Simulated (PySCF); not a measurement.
## Eu(NH2)3 at several levels of theory

Computed with PySCF 2.14.0 (density fitting, no spin-orbit coupling) at the geometry relaxed with PBE0:

```xyz
10
Eu(NH2)3 (singlet in the valence; each metal's 4f electrons, 6 of them, lie in its core potential, out of spins and levels)
Eu   -0.0060   -0.0031    0.0190
N     2.2036   -0.0010    0.0028
H     2.8224    0.8074    0.0810
H     2.8270   -0.8041   -0.0933
N    -1.1037    1.9043    0.2241
H    -0.7021    2.8382    0.3217
H    -2.1146    2.0486    0.2304
N    -1.1061   -1.9053   -0.2169
H    -2.1170   -2.0481   -0.2395
H    -0.7035   -2.8369   -0.3292
```

```json
{"level": "PBE0", "basis": "Eu lcecp-1-SVP with ECP52, N def2-SVP, H def2-SVP", "state": "singlet", "HOMO (eV)": "-5.97", "gap (eV)": "4.89", "charge on Eu1 (e)": "0.92", "population of f-type functions on Eu1 (polarisation alone where 4f lies in the core)": "0.07", "dipole about the centre of mass (D)": "0.05", "largest force component (eV/Å)": "0.01"}
{"level": "wB97X", "basis": "the same", "state": "singlet", "HOMO (eV)": "-8.43", "gap (eV)": "8.91", "charge on Eu1 (e)": "0.94", "population of f-type functions on Eu1 (polarisation alone where 4f lies in the core)": "0.07", "dipole about the centre of mass (D)": "0.05", "largest force component (eV/Å)": "0.14"}
{"level": "CAM-B3LYP", "basis": "the same", "state": "singlet", "HOMO (eV)": "-7.37", "gap (eV)": "6.96", "charge on Eu1 (e)": "0.90", "population of f-type functions on Eu1 (polarisation alone where 4f lies in the core)": "0.07", "dipole about the centre of mass (D)": "0.05", "largest force component (eV/Å)": "0.07"}
```

In the lcecp rows the 4f levels are missing from HOMO and gap, and the state counts the valence alone.

Charges are Mulliken's, which hang on the basis. The relaxation used the grid (50, 194), these runs (75, 302) or, all-electron (x2c bases, spin-free X2C Hamiltonian), (99, 590).

What does PBE0 with Eu lcecp-1-TZVP with ECP52, N def2-TZVP, H def2-TZVP give here?

state singlet, HOMO (eV) -6.15, gap (eV) 5.00, charge on Eu1 (e) 1.54, population of f-type functions on Eu1 (polarisation alone where 4f lies in the core) 0.07, dipole about the centre of mass (D) 0.05, largest force component (eV/Å) 0.46. Time: 14 s on 2 threads of Arm Neoverse V1, with other jobs on the host, from free ions and atoms.

In the first row's basis the gap widens with exact exchange: 4.9 eV for PBE0 (a fixed share); 7.0 to 8.9 eV for CAM-B3LYP, wB97X (rising or full at long range).

An lcecp potential fixes the number of 4f electrons, so in runs with it no electron can move into or out of that shell.
